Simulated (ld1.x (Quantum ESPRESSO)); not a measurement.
How hard is this Si TM potential?

```
Element                 : silicon
Generator               : ld1.x (Quantum ESPRESSO) 7.5
Type                    : norm-conserving Troullier–Martins (Kleinman–Bylander form)
Functional              : revPBE
Relativity              : scalar-relativistic
Frozen core             : [Ne]
Valence charge          : 4
Reference configuration : 3s2 3p2
Partial waves           : 3s (bound): rc 1.30 bohr; 3p (bound): rc 2.15 bohr
Local potential         : all-electron potential smoothed inside 1.00 bohr (lloc = -1)
Core correction         : none
```

The pseudo-atom Hamiltonian at the reference potential is diagonalised in spherical Bessel functions j_l(qr) that vanish at 20 bohr, with q² up to the cutoff. All-electron valence levels (Ry): 3s -0.7925, 3p -0.2984.

How do the lowest levels (Ry) of each channel move with the cutoff, and are there ghosts?

```tsv
cutoff (Ry)	s #1	p #1	d #1	f #1	f #2	Σ f·Δε (mRy)
8	-0.7522	-0.2978	0.0505	0.1060	0.2282	81.9
15	-0.7807	-0.2982	0.0503	0.1060	0.2282	24.1
21	-0.7825	-0.2984	0.0503	0.1060	0.2282	20.0
35	-0.7868	-0.2984	0.0502	0.1060	0.2282	11.3
45	-0.7902	-0.2984	0.0502	0.1060	0.2282	4.6
60	-0.7906	-0.2984	0.0502	0.1060	0.2282	3.7
80	-0.7917	-0.2984	0.0502	0.1060	0.2282	1.5
110	-0.7922	-0.2984	0.0502	0.1060	0.2282	0.5
400	-0.7925	-0.2984	0.0502	0.1060	0.2282	0.0
```

Result: no extra level below or beside the all-electron valence levels (s, p, d, f tested); 10 mRy is reached at 40 Ry and 1 mRy at 90 Ry.

1 of 7 tests not solved or not reliable.
